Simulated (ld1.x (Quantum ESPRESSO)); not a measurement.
# Before and after: TM potential for platinum (Pt)

```json
{
 "Element": "Pt (Z = 78)",
 "Generator": "ld1.x (Quantum ESPRESSO) 7.5",
 "Type": "norm-conserving Troullier–Martins (Kleinman–Bylander form)",
 "Functional": "LDA (PZ)",
 "Relativity": "non-relativistic",
 "Frozen core": "[Xe] 4f14",
 "Valence charge": "10",
 "Reference configuration": "5d9 6s0 6p1",
 "Partial waves": "6p (bound): rc 3.00 bohr; 5d (bound): rc 1.90 bohr; 5f channel at 0.5 Ry: rc 2.85 bohr; 6s (bound, empty): rc 2.20 bohr",
 "Local potential": "the s channel",
 "Core correction": "a·sin(br)/r model core inside 1.45 bohr"
}
```

All-electron outer shells of the reference configuration (LDA (PZ), non-relativistic, ld1.x):

| shell | level (eV) | outermost node (bohr) | outermost maximum (bohr) |
| --- | --- | --- | --- |
| 5s | -81.93 | 0.54 | 0.96 |
| 5p | -52.92 | 0.55 | 1.02 |
| 5d | -9.04 | 0.58 | 1.24 |
| 6s | -5.50 | 1.27 | 2.67 |
| 6p | -1.87 | 1.42 | 3.64 |

Change: core correction a·sin(br)/r model core inside 1.36 bohr.

Cutoffs: the cutoffs (Ry, on a coarse ladder) from which the occupation-weighted sum of valence levels, in a spherical-Bessel basis at the reference potential, stays within 10 and 1 mRy of its value at 400 Ry; they do not see the model core or the augmentation charge, which bear on the density cutoff. Errors are all-electron minus pseudo energies relative to the spin-unpolarised reference configuration.

Q: Predict the effect on cutoff, ghosts and configuration errors.

A: The potential gets neither clearly harder nor softer (40 Ry and 50 Ry → 40 Ry and 50 Ry); of the 9 tests that both files solve, the error grows in 0 and shrinks in 2 by more than 15 % and 0.3 meV (median size 18.3 → 13.5 meV); neither file shows a bound ghost. A model core, the more so a compact one, raises the density cutoff, which this test does not measure.

| quantity | base | changed |
| --- | --- | --- |
| cutoff, loose | 40 Ry | 40 Ry |
| cutoff, tight | 50 Ry | 50 Ry |
| bound ghosts | none | none |
| error for 5d9 6s1 6p0, meV [ΔE -3.50 eV] | -1.5 | -1.5 |
| error for 5d9 6s0 6p0, meV [ΔE 4.02 eV] | -3.6 | -3.6 |
| error for 5d8 6s0 6p0, meV [ΔE 24.88 eV] | -95 | -96 |
| error for 5d9.5 6s0.5 6p0, meV [ΔE -4.83 eV] | -22 | -22 |
| error for 5d8 6s1 6p0, meV [ΔE 9.10 eV] | -85 | -86 |
| error for 5d9 6s0.5 6p0, meV [ΔE -0.54 eV] | -0.6 | -0.6 |
| error for 5d6 6s0 6p0, meV [ΔE 105.27 eV] | -1442 | -1458 |
| error for 5d9 6s0 6p1 (spin-polarised), meV [ΔE -0.28 eV] | +17 | +13 |
| error for 5d9 6s1 6p0 (spin-polarised), meV [ΔE -3.85 eV] | +18 | +14 |
| s: phases at 3.24 bohr within 0.05 rad from the reference energy up to (Ry; the scan ends near 5) | 1.6 | 1.6 |
| p: phases at 3.24 bohr within 0.05 rad from the reference energy up to (Ry; the scan ends near 5) | 2.6 | 2.6 |
| d: phases at 3.24 bohr within 0.05 rad from the reference energy up to (Ry; the scan ends near 5) | 0.6 | 0.6 |
| f: phases at 3.24 bohr within 0.05 rad from the reference energy up to (Ry; the scan ends near 5) | 3.2 | 3.2 |
